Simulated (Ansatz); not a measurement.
This Ansatz (a program for electronic structure) input (PBE0/3-21G) gives -37.58989 Eh with 9 basis functions. A basis named .json is the Basis Set Exchange file of that set (core-valence sets with the plain set on hydrogen).

Ansatz 0.2 input:
```yaml
crystal:
  periodic: [false, false, false]
  atoms:
    - {symbol: C, position_ang: [0.00000000, 0.00000000, 0.00000000]}
basis:
  gaussian:
    orbitals: 3-21G.json
hamiltonian:
  xc: {name: PBE0}
magnetization: {spin_polarized: true, initial_magnetization: 2}
scf: {lower_state_search: full}
```

Change:
```diff
- orbitals: 3-21G.json
+ orbitals: 6-311++G_3df_3pd_.json
```

Problem. What does the run give now?

Solution. -37.80322 Eh (PBE0/6-311++G(3df,3pd), 39 functions), a change of -213.33 mEh.
